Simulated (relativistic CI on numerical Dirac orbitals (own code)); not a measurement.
Ti4+ in a cubic cluster: 3p photoemission with charge transfer

Computed with a charge-transfer multiplet model of a cubic metal-ligand cluster with up to 2 ligand holes, Slater and spin-orbit integrals from Dirac-Coulomb-Breit ions, Slater integrals scaled by 0.8. The ground state mixes d0 with configurations of k ligand holes L, whose averages lie at kΔ + k(k − 1)U_dd/2; a core hole lowers each added d electron by U_cd. 300 K, Lorentzian 0.9 eV and Gaussian 0.8 eV FWHM.

Atomic integrals in eV (Slater integrals scaled, ζ unscaled), ground: F2dd 6.578, F4dd 4.090, zeta_d 0.013; with the core hole: F2dd 6.578, F4dd 4.090, zeta_d 0.021, zeta_core 0.486, F2cd 8.866, G1cd 10.978, G3cd 6.748. Where a configuration has fewer than two d electrons, the dd integrals are those of d2.

Cluster parameters (eV): Δ = 0.2, U_dd = 5, U_cd = 5.7, 10Dq = 1.35, 10Dq(ligand) = 1.1, final-state hopping factor = 1.

```
                              Case   n_d    d0   d1L  d2L2     S
V(eg) = 3.45 eV, V(t2g) = -1.89 eV  0.96  0.25  0.54  0.21  0.00
V(eg) = 3.75 eV, V(t2g) = -2.05 eV  0.97  0.25  0.54  0.22  0.00
V(eg) = 4.05 eV, V(t2g) = -2.21 eV  0.98  0.24  0.54  0.22  0.00
```

Weights, n_d and S are thermal averages at 300 K. Binding energies count from the first peak over 30 % of the highest in each spectrum, which can be another peak from case to case. The parameters are a model scan and need not match a compound or its usual spin state. Peaks in eV (height, largest 100):
- V(eg) = 3.45 eV, V(t2g) = -1.89 eV: 0.0 (100), 6.3 (6), 15.8 (9)
- V(eg) = 3.75 eV, V(t2g) = -2.05 eV: 0.0 (100), 3.8 (5), 16.6 (7)
- V(eg) = 4.05 eV, V(t2g) = -2.21 eV: 0.0 (100), 17.3 (6)

A d0 ion has no d-d gap: its lowest excitations are ligand-to-metal charge transfer. With the core hole the average of the configuration with one ligand hole lies at Δ − U_cd = -5.5 eV before mixing: the effective hopping of about 8.4 eV (from the holes of the mixed ground state) is comparable with this gap or larger, so the configurations mix strongly.

With at most 2 ligand holes the space is cut while the next configuration still counts, so covalency is underestimated, and a final configuration with one more ligand hole, which can lie low, is missing from the spectra.
